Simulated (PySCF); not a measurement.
## Homolysis of trimethylsilane, bond by bond

Molecule: trimethylsilane, `C[SiH](C)C` (C3H10Si). Numbering: `[CH3:1][SiH:2]([CH3:3])[CH3:4]`

Energies: M06-2X/def2-TZVP (PySCF, density fitting, integration grid level 3) on PBE0-D3(BJ)/def2-SVP structures. Thermal corrections: PBE0-D3(BJ)/def2-SVP frequencies, unscaled, ideal gas at 298.15 K and 1 bar, quasi-RRHO entropy.

```csv
bond,r / Å,radicals,BDE(298 K) / kJ/mol,BDFE / kJ/mol,D₀ / kJ/mol,Dₑ / kJ/mol
C1–Si2,1.882,CH3• + C[SiH]C,376,324,370,392
Si2–H,1.501,C[Si](C)C + H•,382,346,376,400
```

Homolysis to relaxed radicals in the gas phase; the table need not hold every single bond outside rings.

Lowest value: C1–Si2 (376 kJ/mol); highest value: Si2–H (382 kJ/mol).

Note: the order of C1–Si2 and Si2–H is undecided: the gaps lie inside the method's error (some 10 kJ/mol, one structure a species).

Run with `OMP_NUM_THREADS=1 python redox_run.py task.json out` on 1 thread of Arm Neoverse N1, a shared host. Structures, frequencies and single points: 42 min of wall time.
